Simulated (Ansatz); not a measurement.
Mulliken charges of CH₂ClFOZn, SMILES `O[CH](Cl)[Zn][F]` from r2SCAN/def2-TZVPP in Ansatz (PBE0-D4/def2-TZVP geometry).

```csv
atom,x (Å),y (Å),z (Å),charge (e)
O1,-0.233,-0.261,1.555,-0.305
C2,0.461,-0.018,0.391,0.158
Cl3,1.248,-1.548,-0.254,-0.193
Zn4,-0.472,0.703,-1.164,0.497
F5,-1.306,1.320,-2.571,-0.473
H6,-1.005,-0.804,1.375,0.213
H7,1.307,0.607,0.668,0.103
```

Question: By hand: the dipole of these point charges (1 e Å = 4.8032 D).

Answer: Σ q r = (0.207, -0.008, 0.636) e Å, of length 0.669 e Å = 3.21 D.

Question: How does the dipole of the full density compare? (Best estimate.)

Answer: Computed: (-0.052, 0.009, 0.370) e Å, 1.80 D; the point charges give 1.78 times that, at 26° from its direction.

Point charges leave out the atoms' own dipoles, such as those of lone pairs, and Mulliken's split depends on the basis, so the two needn't agree.
